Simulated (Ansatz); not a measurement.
Start from `C[CH2][Al]([NH2])[OH]` and change one atom or group to get `[NH2][Al]([OH])[SH]`.

Ansatz, PBE0-D4/def2-TZVP geometries, multiplicity 1. Each molecule was computed in one conformer, which needn't be the lowest.

```csv
property,`C[CH2][Al]([NH2])[OH]`
HOMO–LUMO gap (B3LYP/def2-TZVPP) / eV,6.82
size of the dipole moment (ωB97M-V/def2-TZVPP) / D,1.71
HOMO energy (PBE0/def2-TZVPP) / eV,-7.26
HOMO energy (PBE/def2-TZVPP) / eV,-5.83
size of the dipole moment (B3LYP/def2-TZVPP) / D,1.71
zero-point energy (PBE0-D4/def2-TZVP) / kJ/mol,273.1
```

(1) What does the change do to each property? (Estimate.)

Answers

(1) The calculation gave: 
| property | `[NH2][Al]([OH])[SH]` | shift |
| --- | --- | --- |
| HOMO–LUMO gap (B3LYP/def2-TZVPP) / eV | 6.48 | -0.34 |
| size of the dipole moment (ωB97M-V/def2-TZVPP) / D | 2.62 | 0.91 |
| HOMO energy (PBE0/def2-TZVPP) / eV | -7.28 | -0.02 |
| HOMO energy (PBE/def2-TZVPP) / eV | -5.96 | -0.13 |
| size of the dipole moment (B3LYP/def2-TZVPP) / D | 2.58 | 0.87 |
| zero-point energy (PBE0-D4/def2-TZVP) / kJ/mol | 127.8 | -145.3 |

The zero-point energy changes by -145.3 kJ/mol with -15 modes. Dipoles are sizes alone; their direction can turn.

B3LYP here is the variant with VWN-RPA as its local correlation; programs differ in this.
